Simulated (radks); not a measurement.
Values are calculated unless marked as measured or tabulated.
Problem. These are the eigenvalues of the occupied orbitals of an atom or ion with whole-number occupations (hartree). Code: a radial shooting solver on a logarithmic mesh with Libxc functionals. Model: scalar-relativistic Kohn-Sham, SCAN, spin-polarised, spherical densities, finite nucleus; meta-GGA in the generalised Kohn-Sham scheme; Fermi nuclear charge, rms radius of each element as measured or else 0.836 A^(1/3) + 0.57 fm.

| orbital | eigenvalue |
|---|---|
| 1s up | -2718.056 |
| 1s down | -2718.047 |
| 2s up | -475.0304 |
| 2s down | -475.0187 |
| 2p up | -413.6463 |
| 2p down | -413.6342 |
| 3s up | -111.5907 |
| 3s down | -111.5851 |
| 3p up | -93.45610 |
| 3p down | -93.44881 |
| 3d up | -73.15237 |
| 3d down | -73.14108 |
| 4s up | -24.39050 |
| 4s down | -24.37449 |
| 4p up | -18.41436 |
| 4p down | -18.39987 |
| 4d up | -10.96661 |
| 4d down | -10.94756 |
| 5s up | -4.22602 |
| 4f up | -2.72359 |
| 5p up | -2.69656 |
| 4f down | -2.69328 |
| 5p down | -2.54188 |
| 5d up | -0.94153 |
| 5d down | -0.82631 |

Which element is it, and in what charge state? The configuration may be excited. Open shells, if any, are filled with parallel spins first.

Solution. Z = 76, osmium, charge +2: Os2+ in [Kr] 4d10 4f14 5s1 5p6 5d7. The list shows which subshells hold electrons but not how many an open one holds; the 1s level, -2718.1 hartree, gives Z - s = 73.7 by -(Z - s)^2/2, which with screening and relativity narrows Z to a few neighbours, and the depths of the outer levels then fix element, charge and occupations together.
